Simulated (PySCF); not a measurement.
**Ionisation energy of Er⁴³⁺ by level of theory**

Er⁴³⁺ [Ar] 3d7 [3d3/2^4 3d5/2^3, M_J = 9/2] → Er⁴⁴⁺ [Ar] 3d6 [3d3/2^4 3d5/2^2, M_J = 4], as a difference of total energies. Computed with PySCF 2.14 in an uncontracted even-tempered set (16 s from 9.8 bohr⁻², ratio 2.8; 12 p from 13 bohr⁻², ratio 2.8; 8 d from 13 bohr⁻², ratio 2.8; 3 f from 46 bohr⁻², ratio 3), with the two-component X2C-1e Hamiltonian. Correlated levels: [Ne] frozen; the 74 highest virtual spinors dropped. "Screened" scales the spin-orbit matrix elements by Boettger's factors to mimic the two-electron term; Breit and QED terms are absent.

| method | ionisation energy (eV) |
| --- | --- |
| GHF (spin-free) | 3515.4 |
| GMP2 (spin-free) | 3516.3 |
| GHF (screened spin-orbit) | 3506.5 |
| GMP2 (screened spin-orbit) | 3506.8 |

Breit and QED terms and the two-electron picture change are absent.

The spin-free rows relax to the high-spin LS determinant and lack the spin-orbit shift.

The labels give the starting determinants; with spin-orbit coupling the two ends relaxed to ⟨J²⟩ = 24.75, ⟨L²⟩ = 15.57, ⟨S²⟩ = 2.64 and ⟨J²⟩ = 20.01, ⟨L²⟩ = 12.04, ⟨S²⟩ = 3.15.

For comparison: 3505 ± 4 eV (theoretical estimate listed by NIST; NIST Atomic Spectra Database, ionization energies).
